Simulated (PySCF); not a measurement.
Gas-phase reaction: 2 ZrOCl2 = ZrCl4 + ZrO2

Method: PySCF energies (xtb for GFN2) plus ideal-gas RRHO corrections (1 bar). S°(298 K) at PBE0/def2-TZVP differs from the NASA 1993 table for ZrO2 (-6 J/mol/K); whether the harmonic model or the table's entry is off was not settled. † marks an energy on the PBE0/def2-TZVP geometry and frequencies; other levels use their own. All species are closed-shell singlets. Zr: scalar-relativistic def2 core potential, no spin-orbit coupling. ZrOCl2: computed as isolated molecules; such fragments, hydroxides, amides, oligomers or adducts are transient or little studied in the gas. The harmonic model lacks anharmonicity and excited electronic states, which grow with temperature; levels with a mode under 35 cm⁻¹ are left out. Soft modes under 120 cm⁻¹ make the harmonic entropy rough for ZrOCl2, ZrCl4.

```
level            ΔE electronic, kJ  ΔH°(298 K), kJ  ΔS°(298 K), J/K  ΔG°(1200 K), kJ
---------------  -----------------  --------------  ---------------  ---------------
BLYP/def2-TZVP†                 63              63              -45              117
GFN2-xTB                       125             123              -20              146
PBE0/def2-QZVP†                 82              82              -45              137
PBE0/def2-SVP†                  83              83              -45              137
LDA/def2-TZVP†                  45              44              -45               99
```
ΔH° is lowest at LDA/def2-TZVP† and highest at GFN2-xTB. No reference value is set beside these.
